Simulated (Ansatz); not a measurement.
Relaxation of In2P with UKS r2SCAN-D4/def2-TZVP.

```sh
$ ansatz run in.yaml --threads 4 --pin off --events-out ev --progress --plain --max-ram 3916MiB
```

```yaml
crystal:
  periodic: [false, false, false]
  atoms:
    - {symbol: In, position_ang: [-1.731920, 1.762390, -0.621980]}
    - {symbol: In, position_ang: [1.696720, -1.792290, 0.633870]}
    - {symbol: P, position_ang: [0.035200, 0.029890, -0.011890]}
basis:
  gaussian: {orbitals: def2-TZVP}
magnetization: {spin_polarized: true, initial_magnetization: 1}
hamiltonian: {xc: r2scan, dispersion: d4}
scf: {lower_state_search: "off"}
output: {orbitals: {seedname: orbitals}}
relax: {f_tol: 0.02, max_steps: 100}
```

Run time 91 s (4 threads of Arm Neoverse V1 on a shared host).

Positions (Å) and forces (eV/Å) at steps 1, 4, 6, 7, 8, 10 of 10:

```xyz
3
step=1 energy=-19640.2633 eV
In   -1.732    1.762   -0.622   -0.060    0.051   -0.018
In    1.697   -1.792    0.634    0.047   -0.060    0.021
P     0.035    0.030   -0.012    0.013    0.009   -0.003
3
step=4 energy=-19640.2671 eV
In   -1.768    1.738   -0.612   -0.002   -0.019    0.007
In    1.667   -1.824    0.646   -0.020   -0.001    0.001
P     0.102    0.086   -0.034    0.022    0.020   -0.008
3
step=6 energy=-19640.2952 eV
In   -1.856    1.580   -0.551    0.175   -0.152    0.053
In    1.491   -1.889    0.674   -0.144    0.179   -0.064
P     0.365    0.309   -0.123   -0.031   -0.027    0.011
3
step=7 energy=-19640.3220 eV
In   -1.861    1.449   -0.502    0.210   -0.136    0.047
In    1.351   -1.881    0.674   -0.124    0.210   -0.076
P     0.510    0.432   -0.172   -0.086   -0.074    0.029
3
step=8 energy=-19640.3392 eV
In   -1.840    1.376   -0.475    0.098   -0.071    0.024
In    1.275   -1.854    0.666   -0.065    0.099   -0.035
P     0.565    0.478   -0.190   -0.032   -0.028    0.011
3
step=10 energy=-19640.3490 eV
In   -1.809    1.257   -0.432    0.002    0.000    0.000
In    1.152   -1.812    0.653    0.000    0.002   -0.001
P     0.657    0.555   -0.221   -0.002   -0.001    0.001
```

In the def2 sets In takes a core potential; there is no spin–orbit coupling. The structure comes from a short search, and lower isomers may exist.
